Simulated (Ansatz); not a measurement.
Reaction: SiNH3F (SMILES N[SiH]F, doublet) → SiNH3F (SMILES [NH][SiH2]F, doublet)
Each species at its own B3LYP-D3(BJ)/def2-TZVP minimum (Ansatz, a first-principles code), one conformer.

Total energies in hartree (Ansatz). Radicals and triplets start from unrestricted determinants; spin-orbit coupling is neglected. Cores are frozen in correlated methods. No relativity.

| species | HF/cc-pV(T+d)Z | CCSD(T)/cc-pV(T+d)Z | HF/cc-pV(Q+d)Z | CCSD(T)/cc-pV(Q+d)Z | CCSD(T)/cc-pV(D+d)Z | CCSDT(Q)/cc-pV(D+d)Z |
|---|---|---|---|---|---|---|
| 1: SiNH3F (SMILES F[SiH]N, doublet) | -444.70050 | -445.30698 | -444.71943 | -445.37149 | -445.09393 | -445.09572 |
| 2: SiNH3F (SMILES F[SiH2][NH], doublet) | -444.68796 | -445.27824 | -444.70621 | -445.34148 | -445.07110 | -445.07288 |

Problem. Work out the isomerisation energy (electronic) in kcal/mol: take Hartree-Fock from cc-pV(Q+d)Z, extrapolate the CCSD(T) correlation energy as X^-3 (X = 3, 4), and add CCSDT(Q) - CCSD(T) in cc-pV(D+d)Z. 1 hartree = 627.51 kcal/mol.

Solution. 
Species 1: correlation (64·(-0.65206) - 27·(-0.60648))/37 = -0.68532; step -0.00179; E1 = -444.71943 + (-0.68532) + (-0.00179) = -445.40654
Species 2: correlation (64·(-0.63527) - 27·(-0.59028))/37 = -0.66810; step -0.00178; E2 = -444.70621 + (-0.66810) + (-0.00178) = -445.37609
-1·E1 +1·E2 = 0.03045 hartree = 19.1 kcal/mol.
